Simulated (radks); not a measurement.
Ba50+, configuration [He] 2s2 2p2. Calculated with a radial shooting solver on a logarithmic mesh with Libxc functionals: scalar-relativistic Kohn-Sham, LDA (Slater exchange, VWN5 correlation), spin-polarised, spherical densities, finite nucleus; open shells are filled with parallel spins first (spin-orbit coupling, left out, can overturn this in heavy ions); Fermi nuclear charge, rms radius 4.8378 fm.

Normalised radial functions P(r) = r R(r), r in bohr:

| r | 2s up | 2p down |
|---|---|---|
| 0.001308 | 0.4635 | 0.0122 |
| 0.001585 | 0.5432 | 0.0170 |
| 0.001921 | 0.6342 | 0.0238 |
| 0.002327 | 0.7372 | 0.0332 |
| 0.002797 | 0.8471 | 0.0457 |
| 0.003389 | 0.9730 | 0.0639 |
| 0.004107 | 1.1083 | 0.0891 |
| 0.004976 | 1.2495 | 0.1240 |
| 0.005981 | 1.3847 | 0.1697 |
| 0.007247 | 1.5170 | 0.2345 |
| 0.008781 | 1.6276 | 0.3224 |
| 0.01064 | 1.6988 | 0.4399 |
| 0.01279 | 1.7098 | 0.5874 |
| 0.0155 | 1.6359 | 0.7852 |
| 0.01878 | 1.4467 | 1.0347 |
| 0.02275 | 1.1160 | 1.3393 |
| 0.02735 | 0.6499 | 1.6803 |
| 0.03314 | 0.0085 | 2.0744 |
| 0.04015 | -0.7617 | 2.4799 |
| 0.04865 | -1.5922 | 2.8514 |
| 0.05848 | -2.3443 | 3.1189 |
| 0.07085 | -2.9521 | 3.2399 |
| 0.08585 | -3.2498 | 3.1429 |
| 0.104 | -3.1582 | 2.8065 |
| 0.125 | -2.7217 | 2.2925 |
| 0.1515 | -2.0258 | 1.6494 |
| 0.1836 | -1.2798 | 1.0257 |
| 0.2224 | -0.6670 | 0.5345 |
| 0.2674 | -0.2885 | 0.2342 |
| 0.324 | -0.0922 | 0.0769 |

2s up: eigenvalue -9851.2 eV, 1 radial node at r = 0.0332 bohr, <r> = 0.105 bohr, 90 % of the charge inside 0.161 bohr. 2p down (empty): eigenvalue -9305.8 eV, 0 radial nodes, <r> = 0.0913 bohr, 90 % of the charge inside 0.147 bohr.
